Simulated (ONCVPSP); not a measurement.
Ranking ONCV potentials for nickel

All share these settings but for the change named:

- Element: Ni
- Generator: ONCVPSP 4.0.1
- Type: optimised norm-conserving Vanderbilt (ONCV)
- Functional: revPBE
- Relativity: scalar-relativistic
- Frozen core: [Ne]
- Valence charge: 18
- Reference configuration: 3s2 3p6 3d8 4s1 (charge +1)
- Partial waves: 3s+4s: rc 1.25 bohr, ncon 3, nbas 6, qcut 7.4 1/bohr, 3 projectors, debl 3.9 Ha; 3p: rc 0.80 bohr, ncon 4, nbas 9, qcut 11.6 1/bohr, 2 projectors, debl 2.5 Ha; 3d: rc 1.15 bohr, ncon 3, nbas 8, qcut 13.8 1/bohr, 2 projectors, debl 0.8 Ha
- Local potential: polynomial inside 0.50 bohr (lpopt 2, dvloc0 0 Ha)
- Core correction: none

In the p channel the program set the typed energies aside and used -2.957, 0.250 Ha.

Cutoff: the first of the cutoffs (Ha) at which the residual kinetic energy of the hardest occupied pseudo-wave falls to 1 and 0.1 mHa per electron; the density cutoff is not measured.

The base gives 72 Ha.

Of 7 variants that were run, those that failed, showed a ghost or another fault, or gave nearly equal values are left out.

A variant can come out equal or close to the base.

**Question.** Rank these variants from softest to hardest (loose cutoff).
A. all radii scaled by about 0.87 (s 1.08, p 0.70, d 1.00 bohr); local potential polynomial inside 0.44 bohr (lpopt 2, dvloc0 0 Ha)
B. all radii scaled by about 1.31 (s 1.64, p 1.04, d 1.50 bohr); local potential polynomial inside 0.66 bohr (lpopt 2, dvloc0 0 Ha)
C. all radii scaled by about 1.04 (s 1.30, p 0.84, d 1.20 bohr); local potential polynomial inside 0.52 bohr (lpopt 2, dvloc0 0 Ha)

**Answer.** B (58 Ha), C (70 Ha), A (79 Ha).
